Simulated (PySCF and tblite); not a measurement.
## C5H5NO2S, numbered as in [CH3:1][O:2][c:3]1[n:4][cH:5][s:6][c:7]1[CH:8]=[O:9]: conformational analysis

The ensemble was built from 90 distance-geometry starts (ETKDG and KDG, MMFF94s, GFN2-xTB) and rests on GFN2-xTB geometries. Weights use PBE0-D3(BJ)/pcSseg-1 energies plus GFN2-xTB zero-point and thermal terms (modes under about 100 cm⁻¹ blended into free rotors). Symmetry numbers and mirror images are counted. Conformers within 2.5 kcal/mol (GFN2-xTB free energy) were kept, 4 at most. GIAO shieldings: PBE0/pcSseg-1. Shifts are against TMS (¹H), TMS (¹³C), NH3 (¹⁵N) at the same level. Codes: tblite and PySCF.

Torsions listed: C1–O2–C3–N4, S6–C7–C8–O9.

```
conformer     shape  symmetry  E(GFN2) kcal/mol  E(DFT) kcal/mol  G(298.15 K) kcal/mol  weight %  dipole D
        1    0°, 0°        Cs              0.00             0.00                  0.00      99.8      4.26
        2  0°, 180°        Cs              1.22             3.66                  3.66       0.2      3.84
```

Weights (%) against temperature:

| T (K) | 1 | 2 | S(mix) cal/mol/K |
| --- | --- | --- | --- |
| 250 | 99.9 | 0.1 | 0.01 |
| 298.15 | 99.8 | 0.2 | 0.03 |
| 350 | 99.5 | 0.5 | 0.06 |

Averaged shifts at 298.15 K. ¹H: 10.33 (H8, 1H), 8.47 (H5, 1H), 4.36 (H1, 3H) ppm. ¹³C: 182.3 (C8), 173.8 (C3), 162.9 (C5), 121.3 (C7), 59.3 (C1) ppm. ¹⁵N: 335.1 (N4) ppm.

Coordinates of conformer 1 (Å):

```xyz
14

C    -1.912   -1.280    0.338
O    -1.264   -0.020    0.259
C     0.042   -0.054    0.014
N     0.707   -1.217   -0.153
C     1.963   -1.009   -0.380
S     2.464    0.631   -0.415
C     0.820    1.096   -0.090
C     0.388    2.461    0.041
O     1.089    3.439   -0.054
H    -1.484   -1.884    1.141
H    -1.813   -1.823   -0.604
H    -2.958   -1.063    0.543
H     2.657   -1.810   -0.539
H    -0.698    2.534    0.246
```

Unscaled ¹⁵N shifts at such levels can be off by tens of ppm; differences between conformers or isomers are more reliable. Shifts are unscaled: against experiment ¹³C can be off by 15 ppm or more and ¹H by 0.8 ppm.

Search and properties took 85 s on 1 thread of Intel Xeon Platinum 8259CL @ 2.50GHz, shared host (rough), launched as `OMP_NUM_THREADS=1 python ens_run.py task.json out`.


¹⁵N shifts are against a computed isolated NH3 molecule, about 20 ppm from the liquid.

Conformer gaps in pcSseg-1 on xTB geometries can be 2 kcal/mol off for S=O, P=O and other polar bonds.